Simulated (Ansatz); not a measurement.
The lowest singlet and triplet of Cl2Ge (SMILES [Cl][Ge][Cl]); geometries from B3LYP-D3(BJ)/def2-TZVP, each state relaxed from the structure named, with no frequency check.
Singlet (charge 0, multiplicity 1):
```xyz
3

Cl    -1.69380    -0.68511     0.00000
Ge    -0.00050     0.72668     0.00000
Cl     1.69475    -0.68275     0.00000
```

A positive gap puts the triplet lower; no zero-point energy. R- takes a restricted singlet. U- takes an unrestricted singlet (broken symmetry where lower, unprojected). The triplet is unrestricted in single-reference levels.

Frozen-core correlation. Filled d and f shells under p-block atoms count as core.

Run with Ansatz (Gaussian orbitals). Each number belongs to the level named beside it.

Q: Estimate the gap E(singlet) − E(triplet), vertical, at the singlet's geometry that U-B3LYP/def2-TZVPP returns for this input.

A: -279 kJ/mol

Q: What is the computed gap E(singlet) − E(triplet), vertical, at the singlet's geometry (R-CCSD(T)/def2-TZVPP)?

A: -264 kJ/mol

Q: Give the gap E(singlet) − E(triplet), vertical, at the singlet's geometry at the level R-CCSDT(Q)/def2-SVP.

A: -259 kJ/mol

Ansatz is a program for electronic structure.
